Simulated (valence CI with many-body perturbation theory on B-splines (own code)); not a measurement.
**Level structure of Pb⁶⁹⁺**

Level of theory: valence CI with perturbative core correlation (CI+MBPT): three valence electrons over a frozen Dirac-Fock core [Ne], a basis of 11 s, 11 p, 10 d, 8 f, 5 g, 2 h functions for each j, with the one-electron correlation potential Σ1, the two-electron term Σ2, the three-electron term Σ3, Breit, model QED; selected CI, second order for the rest, scaled by the run's own slope (own B-spline code, finite nucleus).

The last digits are not significant, and no measured levels were compared; by estimate large intervals hold to a few tenths of a per cent, small ones and those within an open d or f shell to about a per cent.

Levels 1 to 45 of 157, with energies above the lowest level, (3s^2 3p1/2) J=1/2. "Leading %" is the weight of the configuration and term that name the level; weights of strongly mixed levels are sums over their largest components and can fall short. In the jj column 3d3/2^4 stands for four electrons in 3d with j = 3/2. Lifetimes count E1, E2, E3, M1 and M2 decay at the calculated energies, and are blank where another channel may lead or the interval is too uncertain; long ones can be off by a factor of two.

| No. | Configuration | Term | J | E (eV) | Leading % | g | Lifetime | Leading jj |
| --- | --- | --- | --- | --- | --- | --- | --- | --- |
| 1 | 3s2 3p | 2P° | 1/2 | 0.0 | 100 | 0.642 |  | 3s^2 3p1/2 (100 %) |
| 2 | 3s 3p2 | 4P | 1/2 | 198.8 | 50 | 2.065 | 19.2 ps | 3s 3p1/2^2 (100 %) |
| 3 | 3s2 3p | 2P° | 3/2 | 596.2 | 99 | 1.317 | 432 ps | 3s^2 3p3/2 (99 %) |
| 4 | 3s 3p2 | 4P | 3/2 | 759.4 | 88 | 1.613 | 26.7 ps | 3s 3p1/2 3p3/2 (99 %) |
| 5 | 3s 3p2 | 2D | 5/2 | 780.6 | 63 | 1.326 | 51.4 ps | 3s 3p1/2 3p3/2 (98 %) |
| 6 | 3s 3p2 | 2D | 3/2 | 802.9 | 45 | 0.969 | 598 fs | 3s 3p1/2 3p3/2 (77 %) |
| 7 | 3s 3p2 | 2P | 1/2 | 815.5 | 68 | 1.278 | 145 fs | 3s 3p1/2 3p3/2 (99 %) |
| 8 | 3s2 3d | 2D | 3/2 | 864.5 | 76 | 0.830 | 109 fs | 3s^2 3d3/2 (76 %) |
| 9 | 3s2 3d | 2D | 5/2 | 984.8 | 98 | 1.188 | 2.12 ps | 3s^2 3d5/2 (98 %) |
| 10 | 3s 3p 3d | 4F° | 3/2 | 994.2 | 40 | 0.861 | 2.63 ps | 3s 3p1/2 3d3/2 (65 %) |
| 11 | 3s 3p 3d | 4F° | 3/2 | 1009.3 | 37 | 0.918 | 952 fs | 3s 3p1/2 3d3/2 (50 %) |
| 12 | 3s 3p 3d | 4F° | 5/2 | 1020.4 | 40 | 1.010 | 27.5 ps | 3s 3p1/2 3d3/2 (99 %) |
| 13 | 3s 3p 3d | 4D° | 1/2 | 1051.2 | 55 | 0.406 | 183 fs | 3s 3p1/2 3d3/2 (99 %) |
| 14 | 3s 3p 3d | 4D° | 3/2 | 1061.1 | 29 | 1.268 | 115 fs | 3s 3p1/2 3d3/2 (83 %) |
| 15 | 3s 3p 3d | 4P° | 5/2 | 1152.3 | 38 | 1.346 | 2.21 ps | 3s 3p1/2 3d5/2 (100 %) |
| 16 | 3s 3p 3d | 4F° | 7/2 | 1169.5 | 40 | 1.229 | 2.76 ps | 3s 3p1/2 3d5/2 (99 %) |
| 17 | 3s 3p 3d | 2F° | 5/2 | 1180.9 | 51 | 1.031 | 2.40 ps | 3s 3p1/2 3d5/2 (99 %) |
| 18 | 3s 3p 3d | 2P° | 3/2 | 1185.5 | 38 | 1.110 | 994 fs | 3s 3p1/2 3d5/2 (95 %) |
| 19 | 3p2 3d | 2D | 3/2 | 1240.7 | 42 | 0.774 | 5.14 ps | 3p1/2^2 3d3/2 (99 %) |
| 20 | 3s 3p2 | 4P | 5/2 | 1368.5 | 63 | 1.433 | 603 fs | 3s 3p3/2^2 (99 %) |
| 21 | 3p2 3d | 2D | 5/2 | 1390.8 | 35 | 1.187 | 1.99 ps | 3p1/2^2 3d5/2 (99 %) |
| 22 | 3s 3p2 | 2S | 1/2 | 1411.5 | 68 | 1.936 | 201 fs | 3s 3p3/2^2 (99 %) |
| 23 | 3s 3p2 | 2P | 3/2 | 1419.5 | 59 | 1.186 | 98.8 fs | 3s 3p3/2^2 (99 %) |
| 24 | 3p3 | 2D° | 5/2 | 1584.0 | 62 | 1.179 | 349 fs | 3p1/2 3p3/2^2 (62 %) |
| 25 | 3p3 | 4S° | 3/2 | 1591.1 | 49 | 1.424 | 134 fs | 3p1/2 3p3/2^2 (90 %) |
| 26 | 3p3 | 2P° | 1/2 | 1610.3 | 70 | 0.942 | 172 fs | 3p1/2 3p3/2^2 (70 %) |
| 27 | 3s 3p 3d | 4D° | 3/2 | 1616.9 | 43 | 1.266 | 174 fs | 3s 3p3/2 3d3/2 (95 %) |
| 28 | 3s 3p 3d | 4P° | 1/2 | 1619.4 | 68 | 1.892 | 236 fs | 3s 3p3/2 3d3/2 (87 %) |
| 29 | 3s 3p 3d | 4D° | 5/2 | 1623.9 | 33 | 1.190 | 130 fs | 3s 3p3/2 3d3/2 (74 %) |
| 30 | 3s 3p 3d | 4F° | 7/2 | 1625.0 | 42 | 1.210 | 256 fs | 3s 3p3/2 3d3/2 (97 %) |
| 31 | 3s 3p 3d | 2D° | 3/2 | 1658.5 | 59 | 0.988 | 91.2 fs | 3s 3p3/2 3d3/2 (92 %) |
| 32 | 3s 3p 3d | 2F° | 5/2 | 1671.5 | 62 | 0.969 | 78.9 fs | 3s 3p3/2 3d3/2 (88 %) |
| 33 | 3s 3p 3d | 2P° | 1/2 | 1678.9 | 61 | 0.611 | 71.4 fs | 3s 3p3/2 3d3/2 (83 %) |
| 34 | 3s 3p 3d | 4F° | 9/2 | 1725.3 | 100 | 1.317 | 1.03 ns | 3s 3p3/2 3d5/2 (100 %) |
| 35 | 3s 3p 3d | 2D° | 5/2 | 1750.7 | 45 | 1.339 | 664 fs | 3s 3p3/2 3d5/2 (98 %) |
| 36 | 3s 3p 3d | 2F° | 7/2 | 1759.8 | 50 | 1.253 | 1.14 ps | 3s 3p3/2 3d5/2 (97 %) |
| 37 | 3s 3p 3d | 2D° | 3/2 | 1764.4 | 43 | 1.137 | 710 fs | 3s 3p3/2 3d5/2 (95 %) |
| 38 | 3s 3p 3d | 2F° | 7/2 | 1782.7 | 70 | 1.192 | 166 fs | 3s 3p3/2 3d5/2 (99 %) |
| 39 | 3s 3p 3d | 2P° | 1/2 | 1792.2 | 83 | 0.727 | 886 fs | 3s 3p3/2 3d5/2 (96 %) |
| 40 | 3s 3p 3d | 2P° | 3/2 | 1805.1 | 74 | 1.296 | 145 fs | 3s 3p3/2 3d5/2 (99 %) |
| 41 | 3p2 3d | 2F | 5/2 | 1806.0 | 47 | 0.943 | 376 fs | 3p1/2 3p3/2 3d3/2 (91 %) |
| 42 | 3s 3p 3d | 2D° | 5/2 | 1807.4 | 62 | 1.112 | 149 fs | 3s 3p3/2 3d5/2 (96 %) |
| 43 | 3p2 3d | 4F | 3/2 | 1815.4 | 41 | 0.891 | 217 fs | 3p1/2 3p3/2 3d3/2 (98 %) |
| 44 | 3p2 3d | 4D | 1/2 | 1818.7 | 81 | 0.169 | 194 fs | 3p1/2 3p3/2 3d3/2 (100 %) |
| 45 | 3p2 3d | 2G | 7/2 | 1824.4 | 54 | 1.009 | 236 fs | 3p1/2 3p3/2 3d3/2 (97 %) |

The ionisation energy to 3s2 1S_0 of the next ion comes out as 8680.8 eV (NIST: 8680 ± 50 eV (theoretical)). All 157 levels together are meant to be complete up to 4235.0 eV.
